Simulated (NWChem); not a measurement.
# benzoquinone (C₆H₄O₂); SMILES C1C(=O)C=CC(=O)C=1

All runs: NWChem. Pople sets run with spherical d functions. All runs use the structure optimised with PBE-D3(BJ)/def2-SVP. Level: PBE/6-31G* with SMD (1 M gas to 1 M solution), gas-phase geometry.

Q: Estimate the computed values for solvent methanol. Quantities: solvation free energy (kcal/mol); cavity-dispersion-structure term (kcal/mol).

A: 
```json
{
  "solvation free energy (kcal/mol)": "-5.7",
  "cavity-dispersion-structure term (kcal/mol)": "3.1"
}
```
